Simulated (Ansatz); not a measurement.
A run for Ansatz (an electronic-structure program): R-wB97X-V/def2-TZVPPD on H5OP (a complex), monomers drawn apart or pushed together. Files ending in .json are basis or fitting sets from the Basis Set Exchange.

Ansatz 0.2 input:
```yaml
crystal:
  periodic: [false, false, false]
  atoms:
    - {symbol: O, position_ang: [0.26315868, -0.07788423, -0.54251780]}
    - {symbol: H, position_ang: [0.12421123, 0.00005789, 0.41181916]}
    - {symbol: H, position_ang: [1.14486876, 0.27479035, -0.69841306]}
    - {symbol: P, position_ang: [-0.91891557, 0.25375853, 4.93512320]}
    - {symbol: H, position_ang: [-0.28319821, -0.46331652, 5.97756368]}
    - {symbol: H, position_ang: [-1.04639553, 1.44906146, 5.68348032]}
    - {symbol: H, position_ang: [-2.21641874, -0.21535639, 5.25147320]}
basis:
  gaussian:
    orbitals: def2-TZVPPD.json
hamiltonian:
  xc: {name: wB97X-V}
scf: {lower_state_search: off}
```

**Question.** What total energy does the run end on?

**Answer.** -419.5341 hartree.
